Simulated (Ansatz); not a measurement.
Cartesian coordinates in Å:
```
B 0.6387 -1.5621 -0.1669
C 0.2079 -0.2706 0.5522
Si -1.4820 0.1109 -0.2914
C 1.0112 0.9157 0.3924
C 1.6559 1.9174 0.2308
H 1.3797 -1.5207 -1.1019
H 0.1539 -2.6018 0.1726
H -0.0898 -0.4349 1.5950
H -1.2911 0.2813 -1.7516
H -1.9898 1.3671 0.3077
H -2.4364 -0.9972 -0.0326
H 2.2416 2.7950 0.0937
```

The species carries charge 0 and has multiplicity 1.

(1) List the PBE/def2-TZVPP orbital energies in eV (Ansatz). (Estimate.)

Results:

(1) Computed: Occupied: -1780.11, -269.63, -269.23, -268.74, -177.24, -137.85, -94.61, -94.56, -94.56, -19.64, -17.51, -13.62, -13.08, -12.37, -11.70, -9.67, -9.14, -8.62, -8.52, -8.04, -6.69, -6.32. Lowest empty: -2.62, -0.58, -0.28, 0.15, 0.54, 1.04, 1.15, 1.35.
